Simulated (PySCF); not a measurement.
Which element holds Cl most strongly?

PBE in PySCF with def2-TZVPP on every atom (core potentials on Mo, Ru), for the lowest determinant that a PBE0 search found; no spin–orbit coupling. D0 is De less the harmonic zero-point energy.

```
 M  state (unpaired electrons)  Re (Å)  ωe (cm⁻¹)  D0(MCl) (eV)
Mo    sextet (σ ↑, π ↑↑, δ ↑↑)   2.273        382          3.95
Al      singlet (closed shell)   2.163        459          5.23
Zn               doublet (σ ↑)   2.173        355          2.24
 B      singlet (closed shell)   1.732        810          5.48
Ru         quartet (π ↑↑, δ ↑)   2.186        377          3.78
Cu      singlet (closed shell)   2.066        403          3.71
 C               doublet (π ↑)   1.660        856          4.70
```

Q: Order the elements by D0 and give the energy of CuCl + Al → AlCl + Cu.

A: B > Al > C > Mo > Ru > Cu > Zn; ΔE = 3.71 − 5.23 = -1.52 eV at PBE/def2-TZVPP. Close neighbours can swap at other levels.

The metal atom is held in its measured ground configuration; semilocal functionals can put another filling of s and d lower by some tenths of an eV, and De to that atom would be smaller. Spin–orbit coupling is left out, which matters for elements this heavy, above all for dissociation energies. States were picked by a PBE0 search and need not be the measured ground states. With d or f electrons several states lie close, and the lowest PBE0 determinant need not be the measured ground state.
